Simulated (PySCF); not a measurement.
C₃H₇FSi.
Cartesian coordinates in Å at the GFN2-xTB level; atoms count from 1:
```xyz
12
C3H7FSi angstrom
C     -2.3045   -0.0895    0.0802
C     -1.0571   -0.3478    0.4440
Si     0.4200    0.7743    0.1315
C      1.8743   -0.3390   -0.4525
F      2.1656   -1.2821    0.5158
H     -3.1215   -0.7644    0.2880
H     -2.5664    0.8146   -0.4460
H     -0.8600   -1.2756    0.9706
H      0.1687    1.7383   -0.9439
H      0.8387    1.4445    1.3664
H      2.7957    0.2251   -0.6166
H      1.6478   -0.8991   -1.3636
```

Method used: PySCF 2.14.0, density-fitted response routines, TDDFT PBE0/def2-SVPD, vertical, gas phase, core orbitals frozen in the response.

```json
{"state": "S1", "E (eV)": "6.59", "E (kJ/mol)": "636", "λ (nm)": "188.1", "f": "0.033", "|μ| (D)": "1.16", "main configurations (H = HOMO, L = LUMO)": "H-1→L (54%), H-2→L (22%), H→L (20%)"}
{"state": "S2", "E (eV)": "6.95", "E (kJ/mol)": "670", "λ (nm)": "178.5", "f": "0.197", "|μ| (D)": "2.73", "main configurations (H = HOMO, L = LUMO)": "H→L (51%), H-2→L (45%)"}
{"state": "S3", "E (eV)": "7.36", "E (kJ/mol)": "710", "λ (nm)": "168.5", "f": "0.075", "|μ| (D)": "1.64", "main configurations (H = HOMO, L = LUMO)": "H→L+1 (60%), H-2→L (12%), H-1→L (11%)"}
{"state": "S4", "E (eV)": "7.44", "E (kJ/mol)": "718", "λ (nm)": "166.5", "f": "0.123", "|μ| (D)": "2.09", "main configurations (H = HOMO, L = LUMO)": "H-1→L (30%), H→L+1 (24%), H→L (16%)"}
{"state": "S5", "E (eV)": "7.60", "E (kJ/mol)": "733", "λ (nm)": "163.2", "f": "0.014", "|μ| (D)": "0.71", "main configurations (H = HOMO, L = LUMO)": "H→L+2 (70%), H→L+3 (10%)"}
{"state": "S6", "E (eV)": "7.83", "E (kJ/mol)": "756", "λ (nm)": "158.3", "f": "0.0083", "|μ| (D)": "0.53", "main configurations (H = HOMO, L = LUMO)": "H→L+3 (62%), H→L+2 (11%)"}
```

Triplets, Tamm–Dancoff:

```csv
state,E (eV),λ (nm),"main configurations (H = HOMO, L = LUMO)"
T1,4.28,289.8,"H→L (81%), H-1→L (11%)"
T2,6.03,205.5,"H-1→L (48%), H-2→L (45%)"
```

The lowest singlet comes at 188 nm (636 kJ/mol) in the vacuum ultraviolet; it is of moderate strength; its leading configuration is HOMO-1→LUMO (54%). The most intense listed level is S2 at 6.95 eV (178 nm, f = 0.197), 0.36 eV above S1. Löwdin shares by element: HOMO carbon 71%, silicon 9% (atoms not listed hold the other 21%); LUMO carbon 68% or more, silicon 10%, hydrogen 5% or more (atoms not listed hold the other 17%). Of the 6 states listed, 5 reach f = 0.01 and none stays under 0.0005. Weighted by f, the mean energy of these states is 7.16 eV. The oscillator strengths of these states sum to 0.451; summed over the whole spectrum of an exact calculation they would give the number of electrons, 48 (Thomas–Reiche–Kuhn). Singlets were solved by full linear response, triplets in the Tamm–Dancoff approximation.

One conformer stands for the species.
